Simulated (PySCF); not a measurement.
## Dipole response of Tc⁺ (technetium, charge +1)

[Kr] 4d5 5s1, high-spin 7S determinant. Computed with PySCF 2.14 in aug-cc-pVTZ-PP with one added diffuse shell each of s, p, d, f, g type with ECP28MDF (7s7p6d4f3g, 113 functions), with a scalar-relativistic core potential. Coupled (time-dependent) response in atomic units; α is the mean over directions.

| method | mean α (bohr³) | C₆ (like pair) | S(−4) |
| --- | --- | --- | --- |
| LC-wPBE | 40.88 | 308.9 | 1070 |

S(−4) is the Cauchy moment in α(ω) = α(0) + S(−4) ω² + …

α(iu) at LC-wPBE:

```tsv
u (hartree)	α(iu) (bohr³)
0	40.88
0.0500	38.41
0.100	32.86
0.200	22.30
0.300	15.88
0.500	9.752
0.750	6.465
1.00	4.744
1.50	2.936
2.00	2.001
3.00	1.087
5.00	0.4539
```

For an ion, C₆ is the dispersion term alone; charge-induced terms of lower order in 1/R come first.

Energies and moments cover only the electrons outside the core potential.
